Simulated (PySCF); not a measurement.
Compound: C5H13NO3Si.
Numbering: `[CH3:1][CH2:2][O:3][Si:4]([OH:5])([OH:6])[C@H:7]1[CH2:8][CH2:9][NH:10]1`

Cartesian coordinates in Å at the GFN2-xTB level; atoms count from 1:
```
atom  x, y, z in Å
C1    -1.9051    1.2266   -0.8493
C2    -2.3696    0.2781    0.2444
O3    -1.3006   -0.1704    1.0415
Si4   -0.1859   -1.3107    0.7389
O5    -0.1205   -2.3452    2.0000
O6    -0.6324   -2.1883   -0.5571
C7     1.5231   -0.4891    0.4943
C8     1.9308   -0.0804   -0.9357
C9     1.8845    1.3701   -0.4491
N10    1.6749    0.9197    0.9311
H11   -1.4002    2.0849   -0.4124
H12   -1.2151    0.7067   -1.5087
H13   -2.7576    1.5739   -1.4267
H14   -2.8717   -0.5849   -0.2031
H15   -3.0641    0.7850    0.9226
H16   -0.0209   -2.0025    2.8828
H17   -0.3408   -3.0934   -0.6193
H18    2.2926   -1.0956    0.9878
H19    1.2167   -0.3341   -1.7163
H20    2.9199   -0.4219   -1.2310
H21    1.0699    1.9591   -0.8810
H22    2.8161    1.9340   -0.5500
H23    0.8512    1.3053    1.3795
```

Probes without a nucleus sit at each ring's centroid and 1 Å off its mean plane on both sides; NICS is minus the shielding there, NICSzz its component along the normal. Level: GIAO PBE0/pcSseg-1 (PySCF, non-relativistic, gas phase) on the GFN2-xTB geometry, one conformer.

Ring bond lengths (Å), with Mayer bond orders in brackets: C7–C8 1.542 (1.03), C8–C9 1.531 (1.04), C9–N10 1.467 (0.99), N10–C7 1.483 (0.96).

Task: Give the NICS values of each ring in ppm.

Result: 
```csv
ring,type,NICS(0),"NICS(1), two faces","NICS(1)zz, two faces",rms pucker (Å),"centre to ring atoms, mean (Å)"
C7–C8–C9–N10,4-membered ring with N; formal bonds all single,1.4,1.8 / 1.4,2.6 / 4.0,0.05,1.06
```

Task: What do they say, and how far can they be read as aromaticity?

Result: 
- C7–C8–C9–N10: mean NICS(1)zz 3.3 ppm, deshielded. C7, C8, C9 have four or more neighbours; no verdict on aromaticity is drawn.

Task: At the first NICS(1) probe listed for ring C7–C8–C9–N10, 1 Å off the ring, how large is the induced field along the normal in 14.1 T applied along it?

Result: NICSzz × B0 = 2.6 ppm × 14.1 T = 37 μT, along the applied field.

Task: What are the shieldings of the ring atoms and their hydrogens in the same run (means over atoms taken as equivalent)?

Result: 
```
atoms                   environment  σ isotropic (ppm)  principal values of the symmetric part, first atom (ppm)
   C7  sp3 carbon bound to nitrogen              137.0                                       119.6, 125.6, 165.9
   C8     four-membered-ring carbon              164.6                                       150.7, 158.2, 185.0
   C9  sp3 carbon bound to nitrogen              137.5                                       111.9, 129.4, 171.1
  N10      secondary amine nitrogen              237.1                                       183.9, 254.7, 272.7
  H18              methine hydrogen              27.97                                          24.5, 27.4, 32.0
  H19            methylene hydrogen              29.32                                          26.0, 29.6, 32.3
  H20            methylene hydrogen              29.15                                          25.7, 26.9, 34.9
  H21            methylene hydrogen              27.91                                          24.6, 27.8, 31.3
  H22            methylene hydrogen              27.85                                          24.1, 25.3, 34.1
  H23                  N–H hydrogen              30.65                                          25.3, 29.9, 36.8
```
